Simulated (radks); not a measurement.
Species: Hg2+. Configuration: [Xe] 4f14 5d9.5 6p0.5 (fractional occupations, a model configuration). All-electron calculation, Dirac Kohn-Sham, BLYP, spin-unpolarised, spherical densities, point nucleus; open shells are shared between the two j in proportion to 2j + 1. Program: a radial shooting solver on a logarithmic mesh with Libxc functionals.

Spin-orbit splittings of the eigenvalues, e(l+1/2) - e(l-1/2), with zeta = 2 splitting/(2l+1) and mean radii in bohr:

| shell | occ. | splitting (eV) | zeta (eV) | <r> j=l-1/2 | <r> j=l+1/2 |
|---|---|---|---|---|---|
| 2p | 6 | 1949 | 1299 | 0.05692 | 0.06559 |
| 3p | 6 | 431.6 | 287.7 | 0.1704 | 0.1863 |
| 3d | 10 | 92.46 | 36.99 | 0.1621 | 0.1670 |
| 4p | 6 | 104.3 | 69.51 | 0.4011 | 0.4354 |
| 4d | 10 | 19.43 | 7.772 | 0.4425 | 0.4537 |
| 4f | 14 | 4.194 | 1.198 | 0.4792 | 0.4860 |
| 5p | 6 | 18.41 | 12.27 | 0.9699 | 1.065 |
| 5d | 9.5 | ? | ? | 1.396 | 1.447 |
| 6p | 0.5 | 1.774 | 1.183 | 2.805 | 3.071 |

Estimate the 5d splitting.

Answer. 1.978 eV (zeta = 0.7911 eV).
